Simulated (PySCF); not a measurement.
A side-by-side comparison of computed properties.

First species: C3H10SSi4.
SMILES: `C#C[SiH2][Si@]1([SiH3])[SiH2]CS1`

Second species: C3H7ClO3Si2.
SMILES: `C#C[Si](O)(O)O[SiH2]CCl`

Levels: PBE0/pcSseg-1 for HOMO energy, LUMO energy and HOMO–LUMO gap. Geometries: GFN2-xTB. Each structure is a single optimised conformer of the isolated species, non-relativistic unless stated. Electronic properties by PySCF.

Dipoles, sizes and rotational constants follow the conformer. The torsions of the flexible species, by atom-mapped SMILES:
- `[CH:1]#[C:2][SiH2:3][Si@:4]1([SiH3:5])[SiH2:6][CH2:7][S:8]1`: C2–Si3–Si4–Si5 64°

The conformers of `C#C[Si](O)(O)O[SiH2]CCl` aren't listed.

```
     property  column X  column Y
  HOMO energy  -7.99 eV  -6.55 eV
  LUMO energy   0.02 eV  -1.22 eV
HOMO–LUMO gap   8.01 eV   5.33 eV
```

**Question.** Which column belongs to which species?

**Answer.** Column X is the second species and column Y the first. The first has 18 atoms and 100 electrons, the second 16 and 94.

**Question.** How does each property change from the first species to the second?

**Answer.** HOMO energy -1.44 eV; LUMO energy +1.24 eV; HOMO–LUMO gap +2.68 eV.

